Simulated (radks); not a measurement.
The mean radii <r> (bohr) of the occupied orbitals of an atom or ion are listed with their occupations. All-electron calculation, scalar-relativistic Kohn-Sham, BLYP, spin-polarised, spherical densities, finite nucleus; Fermi nuclear charge, rms radius of each element as measured or else 0.836 A^(1/3) + 0.57 fm. Program: a radial shooting solver on a logarithmic mesh with Libxc functionals.

| orbital | occ. | <r> |
|---|---|---|
| 1s down | 1 | 0.06356 |
| 1s up | 1 | 0.06356 |
| 2s up | 1 | 0.2933 |
| 2s down | 1 | 0.2930 |
| 2p up | 3 | 0.2600 |
| 2p down | 3 | 0.2597 |
| 3s up | 1 | 0.8746 |
| 3s down | 1 | 0.8768 |
| 3p up | 3 | 0.9157 |
| 3p down | 3 | 0.9195 |
| 3d up | 2 | 1.018 |

Name the element and its charge. Open shells, if any, are filled with parallel spins first.

Answer. Z = 24, chromium, charge +4: Cr4+ in [Ar] 3d2. The 1s radius gives Z: for a bare nucleus <r> = (2 gamma + 1)/(2Z) with gamma = sqrt(1 - (Z/c)^2), 0.06186 bohr for Z = 24, and screening makes it slightly larger (0.06356 here). The occupations add up to 20, and the charge is Z minus that.
